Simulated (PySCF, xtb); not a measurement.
Cd(NH2)(SeH) (CdH₃NSe), SMILES [NH2][Cd][SeH]. One conformer was computed; it need not be the lowest.

Harmonic wavenumbers (cm⁻¹) from xtb with GFN2-xTB at its own minimum, in rising order: 45, 97, 126, 182, 379, 433, 631, 667, 1528, 2071, 3277, 3347.

Task: What does B3LYP-D3(BJ)/def2-SVP run with PySCF 2.14.0 give at its own minimum? (Estimate from the structure and the level; the computed values follow.)

Result: 99, 101, 165, 232, 495, 580, 596, 764, 1530, 2397, 3486, 3577. Paired by order, the mean absolute difference is 109 cm⁻¹ and the zero-point energies are 18.3 and 20.0 kcal/mol.
